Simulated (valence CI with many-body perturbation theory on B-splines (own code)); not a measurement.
## E1 transitions of Hg⁶⁴⁺

Level of theory: valence CI with perturbative core correlation (CI+MBPT): six valence electrons over a frozen Dirac-Fock core [Ne], a basis of 9 s, 9 p, 8 d, 6 f, 3 g, 1 h functions for each j, with the one-electron correlation potential Σ1 (screened to all orders), the two-electron term Σ2, the three-electron term Σ3, Breit, model QED; selected single and double excitations, second order for the rest, scaled by the run's own slope (own B-spline code, finite nucleus).

No measured spectrum was set against this ion. As an estimate, large intervals hold to a few tenths of a per cent, small ones and those within an open d or f shell to about a per cent. Among the levels kept, up to 1100 cm⁻¹ of a level comes from second order outside the variational space, and about a tenth of that is noise between levels of different J, which matters for small intervals.

Lines 51 to 100 of 131 in falling wavelength, among levels below 921.35 eV, chosen from the strongest by gf and those to the six lowest levels. Wavelengths and rates use the calculated energies. Electric multipoles are in the length gauge with retardation, E1 and E2 with the static RPA response of the core. Weak lines are less certain than strong ones. Lines between different terms over intervals too small for the method are left out, as are lines whose strength nearly cancels. The highest levels of a list are the least certain.

Levels are named by their leading jj configuration (3d3/2^4 stands for four electrons in 3d with j = 3/2), which in mixed levels can hold well under half, so a name can repeat and another be missing. Letters in brackets count levels of one name in rising energy.

```tsv
λ vac (Å)	Upper	Lower	A (s⁻¹)	S (a.u.) with core polarisation	S without
47.99	(3s^2 3p1/2 3p3/2^3) J=2	(3s^2 3p1/2^2 3p3/2 3d3/2) J=2	7.70e+07	2.10e-05	2.13e-05
47.73	(3s^2 3p1/2^2 3p3/2 3d3/2) J=2	(3s^2 3p1/2^2 3p3/2^2) J=2	1.14e+10	3.05e-03	3.08e-03
47.70	(3s^2 3p1/2^2 3d3/2 3d5/2) J=2	(3s^2 3p1/2^2 3p3/2 3d5/2) J=3	7.25e+09	1.94e-03	1.96e-03
47.50	(3s^2 3p1/2^2 3d3/2^2) J=2	(3s^2 3p1/2^2 3p3/2 3d3/2) J=3	1.00e+10	2.66e-03	2.69e-03
47.44	(3s^2 3p1/2^2 3d3/2^2) J=2	(3s^2 3p1/2^2 3p3/2 3d3/2) J=1	1.29e+10	3.40e-03	3.45e-03
47.41	(3s^2 3p1/2 3p3/2^2 3d5/2) J=3 [b]	(3s^2 3p1/2^2 3d3/2 3d5/2) J=3	1.78e+07	6.56e-06	6.64e-06
47.37	(3s^2 3p1/2 3p3/2^2 3d3/2) J=1 [b]	(3s^2 3p1/2^2 3d3/2^2) J=0	2.42e+08	3.81e-05	3.86e-05
46.75	(3s^2 3p1/2^2 3d3/2 3d5/2) J=4	(3s^2 3p1/2^2 3p3/2 3d5/2) J=3	5.97e+09	2.71e-03	2.74e-03
46.27	(3s^2 3p1/2^2 3d3/2 3d5/2) J=3	(3s^2 3p1/2^2 3p3/2 3d5/2) J=2	9.94e+09	3.40e-03	3.44e-03
46.01	(3s^2 3p1/2^2 3p3/2 3d3/2) J=1	(3s^2 3p1/2^2 3p3/2^2) J=2	1.87e+10	2.69e-03	2.72e-03
45.95	(3s^2 3p1/2^2 3p3/2 3d3/2) J=3	(3s^2 3p1/2^2 3p3/2^2) J=2	2.86e+09	9.59e-04	9.71e-04
45.75	(3s^2 3p1/2 3p3/2^2 3d3/2) J=2 [b]	(3s^2 3p1/2 3p3/2^3) J=2	4.43e+09	1.05e-03	1.06e-03
45.74	(3s^2 3p1/2^2 3d3/2^2) J=2	(3s^2 3p1/2^2 3p3/2 3d3/2) J=2	1.33e+10	3.15e-03	3.19e-03
45.33	(3s^2 3p1/2 3p3/2^2 3d3/2) J=3 [b]	(3s^2 3p1/2^2 3d3/2^2) J=2	3.86e+08	1.24e-04	1.26e-04
44.88	(3s^2 3p1/2^2 3d3/2 3d5/2) J=3	(3s^2 3p1/2^2 3p3/2 3d5/2) J=4	6.53e+09	2.04e-03	2.06e-03
44.26	(3s^2 3p1/2^2 3d3/2 3d5/2) J=2	(3s^2 3p1/2^2 3p3/2 3d5/2) J=2	7.40e+08	1.58e-04	1.60e-04
44.07	(3s^2 3p1/2 3p3/2^2 3d3/2) J=2 [b]	(3s^2 3p1/2 3p3/2^3) J=1	3.39e+08	7.17e-05	7.24e-05
43.94	(3s^2 3p1/2 3p3/2^2 3d3/2) J=2 [c]	(3s^2 3p1/2^2 3d3/2^2) J=2	2.77e+08	5.79e-05	5.87e-05
43.37	(3s^2 3p1/2^2 3d3/2 3d5/2) J=1	(3s^2 3p1/2^2 3p3/2 3d5/2) J=2	1.55e+10	1.87e-03	1.89e-03
43.32	(3s^2 3p1/2 3p3/2^2 3d3/2) J=3 [b]	(3s^2 3p1/2 3p3/2^3) J=2	9.59e+08	2.69e-04	2.73e-04
42.94	(3s^2 3p1/2^2 3d3/2^2) J=0	(3s^2 3p1/2^2 3p3/2 3d3/2) J=1	5.07e+10	1.98e-03	2.01e-03
42.88	(3s^2 3p1/2 3p3/2^2 3d3/2) J=1 [b]	(3s^2 3p1/2^2 3d3/2^2) J=2	5.20e+07	6.07e-06	6.18e-06
42.21	(3s^2 3p1/2^2 3d3/2 3d5/2) J=4	(3s^2 3p1/2^2 3p3/2 3d5/2) J=4	2.46e+10	8.23e-03	8.33e-03
42.04	(3s^2 3p1/2 3p3/2^2 3d3/2) J=2 [c]	(3s^2 3p1/2 3p3/2^3) J=2	2.14e+09	3.92e-04	3.99e-04
39.73	(3s^2 3p1/2 3p3/2^2 3d3/2) J=1 [b]	(3s^2 3p1/2 3p3/2^3) J=1	5.39e+09	5.00e-04	5.08e-04
39.28	(3s^2 3p1/2 3p3/2^2 3d3/2) J=1 [c]	(3s^2 3p1/2 3p3/2^3) J=2	2.34e+09	2.10e-04	2.14e-04
35.04	(3s^2 3p1/2 3p3/2^2 3d5/2) J=3 [a]	(3s^2 3p1/2 3p3/2^3) J=2	1.33e+09	1.98e-04	2.00e-04
34.50	(3s^2 3p1/2 3p3/2^2 3d5/2) J=1	(3s^2 3p1/2^2 3d3/2^2) J=2	2.53e+08	1.54e-05	1.56e-05
33.32	(3s^2 3p1/2 3p3/2^2 3d5/2) J=1	(3s^2 3p1/2 3p3/2^3) J=2	9.19e+10	5.03e-03	5.09e-03
32.61	(3s^2 3p1/2^2 3d5/2^2) J=2	(3s^2 3p1/2^2 3p3/2 3d5/2) J=1	2.03e+11	1.74e-02	1.75e-02
32.42	(3s^2 3p1/2 3p3/2^2 3d5/2) J=1	(3s^2 3p1/2 3p3/2^3) J=1	6.07e+10	3.06e-03	3.10e-03
32.41	(3s^2 3p1/2^2 3d5/2^2) J=4	(3s^2 3p1/2^2 3p3/2 3d5/2) J=3	5.47e+11	8.26e-02	8.36e-02
32.21	(3s^2 3p1/2 3p3/2^2 3d5/2) J=0	(3s^2 3p1/2 3p3/2^3) J=1	1.48e+11	2.45e-03	2.48e-03
32.12	(3s^2 3p1/2^2 3d3/2 3d5/2) J=3	(3s^2 3p1/2^2 3p3/2 3d3/2) J=3	5.71e+10	6.54e-03	6.61e-03
31.96	(3s^2 3p1/2^2 3p3/2 3d5/2) J=2	(3s^2 3p1/2^2 3p3/2^2) J=2	2.34e+11	1.89e-02	1.91e-02
31.78	(3s^2 3p1/2 3p3/2^2 3d5/2) J=2 [b]	(3s^2 3p1/2^2 3d3/2^2) J=2	7.78e+08	6.16e-05	6.23e-05
31.65	(3s^2 3p1/2 3p3/2^2 3d5/2) J=2 [a]	(3s^2 3p1/2 3p3/2^3) J=2	7.18e+09	5.62e-04	5.69e-04
31.54	(3s^2 3p1/2^2 3d5/2^2) J=2	(3s^2 3p1/2^2 3p3/2 3d5/2) J=3	1.10e+11	8.52e-03	8.62e-03
31.30	(3s^2 3p1/2^2 3d3/2 3d5/2) J=3	(3s^2 3p1/2^2 3p3/2 3d3/2) J=2	3.12e+11	3.31e-02	3.35e-02
31.14	(3s^2 3p1/2^2 3d3/2 3d5/2) J=2	(3s^2 3p1/2^2 3p3/2 3d3/2) J=3	2.09e+10	1.56e-03	1.57e-03
31.11	(3s^2 3p1/2^2 3d3/2 3d5/2) J=2	(3s^2 3p1/2^2 3p3/2 3d3/2) J=1	2.44e+11	1.81e-02	1.83e-02
31.08	(3s^2 3p1/2^2 3p3/2 3d5/2) J=1	(3s^2 3p1/2^2 3p3/2^2) J=0	4.13e+11	1.84e-02	1.86e-02
31.06	(3s^2 3p1/2 3p3/2^2 3d5/2) J=3 [b]	(3s^2 3p1/2 3p3/2^3) J=2	1.94e+09	2.01e-04	2.03e-04
30.84	(3s^2 3p1/2 3p3/2^2 3d5/2) J=2 [a]	(3s^2 3p1/2 3p3/2^3) J=1	2.49e+10	1.80e-03	1.83e-03
30.78	(3s^2 3p1/2 3p3/2^2 3d5/2) J=2 [b]	(3s^2 3p1/2 3p3/2^3) J=2	1.69e+11	1.22e-02	1.23e-02
30.73	(3s^2 3p1/2^2 3d3/2 3d5/2) J=4	(3s^2 3p1/2^2 3p3/2 3d3/2) J=3	4.48e+11	5.78e-02	5.84e-02
30.68	(3s^2 3p1/2^2 3d3/2 3d5/2) J=1	(3s^2 3p1/2^2 3p3/2 3d3/2) J=0	2.16e+11	9.24e-03	9.34e-03
30.67	(3s^2 3p1/2^2 3d3/2 3d5/2) J=1	(3s^2 3p1/2^2 3p3/2 3d3/2) J=1	2.03e+11	8.66e-03	8.76e-03
30.38	(3s^2 3p1/2^2 3p3/2 3d5/2) J=3	(3s^2 3p1/2^2 3p3/2^2) J=2	7.56e+11	7.32e-02	7.41e-02
30.37	(3s^2 3p1/2^2 3d3/2 3d5/2) J=2	(3s^2 3p1/2^2 3p3/2 3d3/2) J=2	1.58e+11	1.09e-02	1.10e-02
```
